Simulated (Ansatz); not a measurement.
The first iterations of a band of ClF3H2HfS (8 atoms, charge 0, multiplicity 1).

Computed with RKS PBE-D4/def2-SVP in Ansatz 0.2.0.

```json
{
  "movable images": "1",
  "climbing image": "yes",
  "spring": "5.0 eV/Å²",
  "optimiser": "quadratic models (default)",
  "start path": "through a guess of the saddle point",
  "force threshold": "0.05 eV/Å",
  "iteration limit": "60",
  "end points": "relaxed"
}
```

Image 0:

```xyz
8
Properties=species:S:1:pos:R:3
Hf 0.008 0.047 0.051
Cl 0.363 -0.054 2.407
F 1.798 -0.074 -0.606
F -0.515 1.747 -0.668
F -0.764 -1.506 -0.788
S -2.869 0.169 0.892
H -3.132 -1.147 0.653
H -2.649 -0.055 2.218
```

Image 2:

```xyz
8
Properties=species:S:1:pos:R:3
Hf -0.198 0.436 -0.015
Cl -0.269 1.835 1.911
F 0.345 -1.386 0.282
F 1.333 1.121 -0.935
F -1.548 0.668 -1.366
S -2.626 -0.587 1.296
H -2.755 -1.765 0.621
H -2.041 -1.196 2.366
```

| iteration | highest image above the first end (eV) | largest band force component (eV/Å) |
| --- | --- | --- |
| 1 | 2.846 | 8.668 |
| 2 | 2.262 | 7.334 |
| 3 | 2.057 | 5.811 |
| 4 | 1.823 | 5.076 |
| 5 | 1.793 | 4.093 |

Task: Does the band converge within its limit, and where does its top end?

Result: The forces met the threshold. It ended after 16 iterations with the highest image 0.244 eV above the first end. Another band between the same ends (5 images) ends at a top of the same energy, where a vibrational analysis finds 1 clearly imaginary mode. So few images can step over the top or miss a turn of the path.

The run took 33 s on 4 threads of Arm Neoverse V1, on a shared host, peak memory 0.19 GiB.
